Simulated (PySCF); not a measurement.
Choosing a molecule for a target property.

Each SMILES stands for a single optimised conformer of the isolated species, non-relativistic unless stated; the electronic structure was computed with PySCF and density fitting.

Dipoles, sizes and rotational constants follow the conformer. The torsions of the flexible species, by atom-mapped SMILES:
- `[CH2:1]=[CH:2][C@@H:3]([Cl:4])[CH2:5][F:6]`: C1–C2–C3–Cl4 -2°, C2–C3–C5–F6 65°
- `[CH3:1][CH2:2][C@H:3]([CH3:4])[CH2:5][CH:6]=[O:7]`: C1–C2–C3–C4 -171°, C2–C3–C5–C6 -175°, C3–C5–C6–O7 -134°
- `[CH3:1][C:2]([CH3:3])([CH3:4])[C@H:5]1[CH2:6][O:7]1`: C1–C2–C5–C6 -32°
- `[CH3:1][O:2][CH2:3][C:4](=[C:5]=[O:6])[O:7][CH3:8]`: C1–O2–C3–C4 -63°, O2–C3–C4–C5 -80°, C3–C4–O7–C8 109°
- `[CH3:1][S@:2](=[O:3])[CH2:4][C:5]#[O+:6]`: C1–S2–C4–C5 50°
- `[F:1][CH2:2][CH2:3]/[CH:4]=[CH:5]/[Cl:6]`: F1–C2–C3–C4 65°, C2–C3–C4–C5 121°
- `[CH:1]#[C:2][CH2:3][C:4]1=[CH:5][C@@H:6]1[F:7]`: C2–C3–C4–C5 -7°

The conformers of `O=C(O)[C@H]1CCCO1` aren't listed.

Question: Wanted: HOMO energy between -7.45 eV and -7 eV (PBE0/def2-SVPD) and smallest rotational constant below 1.3 GHz (GFN2-xTB), at GFN2-xTB geometries. Which candidate meets both?
A. `C#C[C@@H]1C(=C)[C@@H]1F`
B. `O=[S@@](C)CC#[O+]`
C. `C=C[C@@H](Cl)CF`
D. `CC(C)(C)[C@H]1CO1`
E. `CC[C@H](C)CC=O`
F. `COCC(=C=O)OC`

Answer: E. Computed values:
| species | HOMO energy | smallest rotational constant |
| --- | --- | --- |
| O=[S@@](C)CC#[O+] | -13.11 eV | 1.812 GHz |
| C=C[C@@H](Cl)CF | -8.04 eV | 1.437 GHz |
| CC(C)(C)[C@H]1CO1 | -7.80 eV | 1.964 GHz |
| C#C[C@@H]1C(=C)[C@@H]1F | -7.52 eV | 1.725 GHz |
| CC[C@H](C)CC=O | -7.38 eV | 1.160 GHz |
| COCC(=C=O)OC | -6.71 eV | 1.098 GHz |

Question: Wanted: lowest triplet excitation (Tamm–Dancoff) below 4 eV (TDA PBE0/def2-SVPD) and lowest singlet excitation below 4 eV (TDDFT PBE0/def2-SVPD), at GFN2-xTB geometries. Which candidate meets both?
A. `OC([C@@H]1OCCC1)=O`
B. `C=C[C@@H](Cl)CF`
C. `CC(C)(C)[C@H]1CO1`
D. `FCC/C=C/Cl`
E. `COCC(=C=O)OC`
F. `CC[C@H](C)CC=O`
G. `C#CCC1=C[C@@H]1F`

Answer: E. Computed values:
| species | lowest triplet excitation (Tamm–Dancoff) | lowest singlet excitation |
| --- | --- | --- |
| COCC(=C=O)OC | 2.56 eV | 3.00 eV |
| CC[C@H](C)CC=O | 3.65 eV | 4.30 eV |
| FCC/C=C/Cl | 4.13 eV | 6.54 eV |
| C=C[C@@H](Cl)CF | 4.50 eV | 6.94 eV |
| C#CCC1=C[C@@H]1F | 4.76 eV | 6.17 eV |
| OC([C@@H]1OCCC1)=O | 5.02 eV | 5.52 eV |
| CC(C)(C)[C@H]1CO1 | 7.35 eV | 7.46 eV |

Question: Wanted: static isotropic polarisability below 65 au (PBE0/def2-SVPD) and HOMO–LUMO gap below 7 eV (PBE0/def2-SVPD), at GFN2-xTB geometries. Which candidate meets both?
A. `F[C@]12C=C[C@H]1C=C2`
B. `FCC/C=C/Cl`
C. `CC[C@H](C)CC=O`
D. `CC(C)(C)[C@H]1CO1`
E. `O=C(O)[C@H]1CCCO1`
F. `C=C[C@@H](Cl)CF`

Answer: A. Computed values:
```
             species  static isotropic polarisability  HOMO–LUMO gap
F[C@]12C=C[C@H]1C=C2                          60.8 au        6.36 eV
     C=C[C@@H](Cl)CF                          63.3 au        7.83 eV
          FCC/C=C/Cl                          65.9 au        7.10 eV
   O=C(O)[C@H]1CCCO1                          67.6 au        7.34 eV
   CC(C)(C)[C@H]1CO1                          74.0 au        8.48 eV
      CC[C@H](C)CC=O                          76.4 au        6.68 eV
```

Question: Wanted: dipole moment between 1 D and 3 D (PBE0/def2-SVPD) and electronic spatial extent ⟨r²⟩ about the centre of nuclear charge above 900 bohr² (PBE0/def2-SVPD), at GFN2-xTB geometries. Which candidate meets both?
A. `COCC(=C=O)OC`
B. `[C@H](C=C)(Cl)CF`
C. `CC[C@H](C)CC=O`
D. `F[C@]12C=C[C@H]1C=C2`

Answer: A. Computed values:
| species | dipole moment | electronic spatial extent ⟨r²⟩ about the centre of nuclear charge |
| --- | --- | --- |
| [C@H](C=C)(Cl)CF | 0.45 D | 787 bohr² |
| F[C@]12C=C[C@H]1C=C2 | 2.09 D | 553 bohr² |
| COCC(=C=O)OC | 2.53 D | 1104 bohr² |
| CC[C@H](C)CC=O | 3.24 D | 1049 bohr² |
